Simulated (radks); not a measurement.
The mean radii <r> (bohr) of the occupied orbitals of an atom or ion are listed with their occupations. All-electron calculation, Dirac Kohn-Sham, LB94 model potential, spin-unpolarised, spherical densities, finite nucleus; Fermi nuclear charge, rms radius of each element as measured or else 0.836 A^(1/3) + 0.57 fm. Program: a radial shooting solver on a logarithmic mesh with Libxc functionals.

orbital  occ.      <r>
1s1/2       2  0.01713
2s1/2       2  0.07158
2p1/2       2  0.05891
2p3/2       4  0.06735
3s1/2       2   0.1862
3p1/2       2   0.1763
3p3/2       4   0.1917
3d3/2       4   0.1670
3d5/2       6   0.1717
4s1/2       2   0.4120
4p1/2       2   0.4138
4p3/2       4   0.4464
4d3/2       4   0.4517
4d5/2       6   0.4620
4f5/2       6   0.4705
4f7/2       6   0.4756
5s1/2       2   0.8370

Name the element and its charge. Open shells, if any, fill j = l - 1/2 first.

Answer. Z = 78, platinum, charge +18: Pt18+ in [Kr] 4d10 4f12 5s2. The 1s radius gives Z: for a bare nucleus <r> = (2 gamma + 1)/(2Z) with gamma = sqrt(1 - (Z/c)^2), 0.01695 bohr for Z = 78, and screening makes it slightly larger (0.01713 here). The occupations add up to 60, and the charge is Z minus that.
